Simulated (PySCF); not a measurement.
## UHF on Tc⁺ (technetium, charge +1)

Configuration: [Kr] 4d5 5s1, high-spin 7S determinant. All numbers are calculated (PySCF 2.14, scalar relativity through the core potential, in def2-TZVP with the def2 core potential (28 electrons) (6s4p3d1f, 40 functions)).

```json
{"Total energy": "-79.909059 hartree", "One-electron energy": "-133.8563 hartree", "Hartree (Coulomb) energy": "62.1462 hartree", "Exchange energy": "-8.1990 hartree", "⟨S²⟩": "12.0014", "⟨L²⟩": "0.000", "Sum of ⟨r⟩": "20.68 bohr", "Sum of ⟨r²⟩": "38.89 bohr²", "Time after the integrals": "0.15 s of wall time on 1 thread of Neoverse-N1 (shared host)"}
```

```json
{"shell": "4s α", "electrons": "1", "mean orbital energy (eV)": "-102.15", "rms radius, mean of both spins (bohr)": "1.14"}
{"shell": "4s β", "electrons": "1", "mean orbital energy (eV)": "-94.103", "rms radius, mean of both spins (bohr)": "1.14"}
{"shell": "4p α", "electrons": "3", "mean orbital energy (eV)": "-69.822", "rms radius, mean of both spins (bohr)": "1.26"}
{"shell": "4p β", "electrons": "3", "mean orbital energy (eV)": "-59.600", "rms radius, mean of both spins (bohr)": "1.26"}
{"shell": "4d α", "electrons": "5", "mean orbital energy (eV)": "-21.492", "rms radius, mean of both spins (bohr)": "1.79"}
{"shell": "5s α", "electrons": "1", "mean orbital energy (eV)": "-14.482", "rms radius, mean of both spins (bohr)": "3.27"}
```

Energies and moments cover only the electrons outside the core potential.
